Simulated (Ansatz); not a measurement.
Ansatz (a program for electronic structure) input (FCI/def2-SVP):

Ansatz 0.2 input:
```yaml
crystal:
  periodic: [false, false, false]
  atoms:
    - {symbol: Be, position_ang: [-0.28147422, 0.00597278, 0.16614737]}
    - {symbol: H, position_ang: [0.98409984, -0.59325155, 0.40208507]}
    - {symbol: H, position_ang: [0.14179705, 0.56936044, -1.06667454]}
basis:
  gaussian:
    orbitals: def2-SVP
total_charge: 1
magnetization: {spin_polarized: true, initial_magnetization: 1}
correlation: {method: fci, electrons: outside_noble_gas}
```

End of the output:

```
integrals: 0.00 GiB planned
376 factors; integrals over basis functions are off by at most 2.1e-7 eV
mean field: 0.04 GiB planned
mean field evaluation 1: about -417.1330 eV, gradient 6.0e0 eV
mean field evaluation 2: about -417.1327 eV, gradient 6.0e0 eV
mean field evaluation 4: about -417.6679 eV, gradient 4.0e-1 eV
mean field evaluation 8: about -417.6724 eV, gradient 2.6e-4 eV
mean field -417.67244926 eV, -15.3491794016 hartree, gradient 1.6e-6 eV, S^2 0.783454; 0 other end points of the search recorded, 0 dependent functions left out
mean field evaluation 16: about -417.4484 eV, gradient 1.0e0 eV
1 core orbitals not correlated
reference -417.44836424 eV, -15.3409444291 hartree; 2, 1 occupied and 16, 17 virtual orbitals, 376 factors
configuration interaction: 0.02 GiB planned
state -418.70872632 eV, -15.3872618813 hartree
Total energy: -418.70872632 eV, -15.3872618813 hartree
```
